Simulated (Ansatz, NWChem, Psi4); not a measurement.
## Exact exchange and the electronic atomisation energy of BClF2 (chlorodifluoroborane)

BClF2: 4 atoms, total charge 0, spin state singlet. As SMILES, `FB(F)Cl`. Geometry: relaxed at PBE0-D4/def2-TZVP.

The electronic atomisation energy y, in eV, basis aug-cc-pVDZ; a is the functional's share of exact exchange. Programs: Ansatz 0.2.0, NWChem 7.3.0, Psi4 1.11.

| functional | program | a | y (eV) |
| --- | --- | --- | --- |
| BLYP | Psi4 | 0 | 17.53 |
| r2SCAN | Psi4 | 0 | 17.95 |
| TPSSh | NWChem | 0.1 | 17.40 |
| B3LYP | Psi4 | 0.2 | 17.41 |
| PBE0 | Psi4 | 0.25 | ? |
| r2SCAN0 | Ansatz | 0.25 | 17.43 |
| BHLYP | Psi4 | 0.5 | 16.70 |

Question: Fit y = c + s·a to the known rows and predict PBE0.

Answer: 
1. Means of the 6 rows: a = 0.1750, y = 17.403.
2. Σ(Δa)² = 0.17875, Σ(Δa·Δy) = -0.344, so the slope is -0.344/0.17875 = -1.9245.
3. Intercept: 17.403 − (-1.9245) × 0.1750 = 17.740. The largest residual of the fit is 0.21.
4. PBE0: 17.740 + (-1.9245) × 0.25 = 17.26 eV.

The run gave 17.69 eV, so the prediction is off by -0.43 eV, more than the largest residual. The rows mix families of semi-local functionals, which the line can't see.
